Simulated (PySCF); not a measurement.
# Computed records: AlBH$_{3}$O$_{2}$, AlBFHO, AlBClO, BH$_{3}$O$_{2}$Si

Computed with PySCF 2.14.0. Calculation on a computer-drawn molecule: the log of a Hartree-Fock and frozen-core CCSD(T) single point meant for a local Hartree-Fock minimum, with one planted fault or none, to be diagnosed. Offsets are logged minus clean, where the clean run is the same molecule without the fault. The reference is restricted for singlets and unrestricted otherwise, and also for a bond in bohr or an excited solution. Adding or removing an electron swaps singlet and doublet. The excited solution moves the top pair (singlet) or top alpha electron (doublet) to the lowest empty orbital. Highest occupied and lowest empty are orbital energies over both spins, largest force is the largest gradient component, triples share is (T) over the correlation energy, the T1 limit is 0.02 restricted and 0.045 unrestricted, electrons count all cores, a negative frequency is imaginary (commonest isotopes), and the dipole is about the centre of nuclear charge.

Common to all runs: logged SCF converged yes; logged CC converged yes; logged SCF stable within its kind yes; possible faults no fault, one electron removed, one electron added, multiplicity raised by two, geometry at a saddle point, SCF held on an excited solution, minimal basis STO-3G, one bond length entered in bohr, all coordinates scaled.

(1) AlBH$_{3}$O$_{2}$

Logged structure:
```xyz
7
AlBH3O2
O     -2.7525     1.8817     0.6670
B     -1.7839     1.3373     0.1942
Al    -0.0033     0.3124    -0.6664
O      1.4527     1.0160     0.0408
H     -0.1636    -1.2650    -0.2767
H     -0.0106     0.5655    -2.2673
H      1.6534     0.8165     0.9368
```

- meant charge: -1
- meant multiplicity: 1
- meant basis: aug-cc-pV(D+d)Z
- logged electrons: 38
- logged basis functions: 27
- logged spin squared: 0
- logged highest occupied: -1.4947 eV
- logged lowest empty: 16.783 eV
- logged largest force: 0.084156 hartree/bohr
- logged T1 diagnostic: 0.018344
- logged D1 diagnostic: 0.055609
- logged triples share: 0.045147
- logged dipole magnitude: 1.5411 debye
- logged energy HF: -412.76683 hartree
- logged energy CCSD(T): -412.97328 hartree
- planted fault: minimal basis STO-3G
- HF energy offset from clean run: 3443 kcal/mol
- CCSD(T) energy offset from clean run: 3697 kcal/mol

Drawn bonds:
```
atom  other atom  order
   1           2      2
   2           3      1
   3           4      1
   3           5      1
   3           6      1
   4           7      1
```

(2) AlBFHO

Logged structure:
```xyz
5
AlBFHO
O      1.9023     0.4765    -2.2328
B      0.8759     0.2182    -1.6962
Al    -0.9809    -0.2381    -0.7748
F     -0.9078    -0.5745     0.8372
H     -2.3563    -0.2712    -1.5102
```

- meant charge: 0
- meant multiplicity: 1
- meant basis: cc-pV(D+d)Z
- logged electrons: 35
- logged basis functions: 70
- logged spin squared: 0.8791
- logged highest occupied: -19.348 eV
- logged lowest empty: -10.778 eV
- logged largest force: 0.067206 hartree/bohr
- logged T1 diagnostic: 0.039149
- logged D1 diagnostic: 0.16307
- logged triples share: 0.032603
- logged dipole magnitude: 6.7164 debye
- logged energy HF: -441.18486 hartree
- logged energy CCSD(T): -441.71527 hartree
- planted fault: one electron removed
- HF energy offset from clean run: 273.7 kcal/mol
- CCSD(T) energy offset from clean run: 276.6 kcal/mol

Drawn bonds:
```
atom  other atom  order
   1           2      2
   2           3      1
   3           4      1
   3           5      1
```

(3) AlBFHO

Structure as in entry 2.

- meant charge: 0
- meant multiplicity: 1
- meant basis: cc-pV(D+d)Z
- logged electrons: 36
- logged basis functions: 25
- logged spin squared: 0
- logged highest occupied: -9.1921 eV
- logged lowest empty: 7.6304 eV
- logged largest force: 0.036158 hartree/bohr
- logged T1 diagnostic: 0.021507
- logged D1 diagnostic: 0.061382
- logged triples share: 0.056619
- logged dipole magnitude: 2.2848 debye
- logged energy HF: -435.93959 hartree
- logged energy CCSD(T): -436.1293 hartree
- planted fault: minimal basis STO-3G
- HF energy offset from clean run: 3565 kcal/mol
- CCSD(T) energy offset from clean run: 3782 kcal/mol

Drawn bonds:
```
atom  other atom  order
   1           2      2
   2           3      1
   3           4      1
   3           5      1
```

Notes: T1 above single-reference limit.

(4) AlBClO

Logged structure:
```xyz
4
AlBClO
O     -1.0225    -3.0452     3.2844
B     -0.2477    -2.2879     3.1762
Al     1.0777    -0.8441     3.0261
Cl     2.7878    -1.3581     2.2699
```

- meant charge: 0
- meant multiplicity: 2
- meant basis: cc-pV(D+d)Z
- logged electrons: 43
- logged basis functions: 74
- logged spin squared: 0.755
- logged highest occupied: -8.8419 eV
- logged lowest empty: 0.2186 eV
- logged largest force: 0.1914 hartree/bohr
- logged T1 diagnostic: 0.016638
- logged D1 diagnostic: 0.042582
- logged triples share: 0.028488
- logged dipole magnitude: 2.6474 debye
- logged energy HF: -801.03468 hartree
- logged energy CCSD(T): -801.49361 hartree
- planted fault: all coordinates scaled, by -8.3 %
- HF energy offset from clean run: 26.62 kcal/mol
- CCSD(T) energy offset from clean run: 32.86 kcal/mol

Drawn bonds:
```
atom  other atom  order
   1           2      2
   2           3      1
   3           4      1
```

(5) BH$_{3}$O$_{2}$Si

Logged structure:
```xyz
7
BH3O2Si
O     -0.2656    -0.2822     1.2626
Si    -1.6376     0.2371     1.6080
B     -2.1905     1.9257     0.5852
O     -1.2493     2.3488    -0.2632
H     -2.5254    -0.4079     2.6022
H     -3.2157     2.5395     0.6654
H     -0.4673     1.8069    -0.2667
```

- meant charge: 0
- meant multiplicity: 1
- meant basis: cc-pV(D+d)Z
- logged electrons: 37
- logged basis functions: 80
- logged spin squared: 0.7667
- logged highest occupied: -17.822 eV
- logged lowest empty: -6.462 eV
- logged largest force: 0.11794 hartree/bohr
- logged T1 diagnostic: 0.059724
- logged D1 diagnostic: 0.35291
- logged triples share: 0.031263
- logged dipole magnitude: 3.7654 debye
- logged energy HF: -464.80598 hartree
- logged energy CCSD(T): -465.35811 hartree
- planted fault: one electron removed
- HF energy offset from clean run: 200.5 kcal/mol
- CCSD(T) energy offset from clean run: 226.4 kcal/mol

Drawn bonds:
```
atom  other atom  order
   1           2      2
   2           3      1
   3           4      1
   2           5      1
   3           6      1
   4           7      1
```

Notes: T1 above single-reference limit.
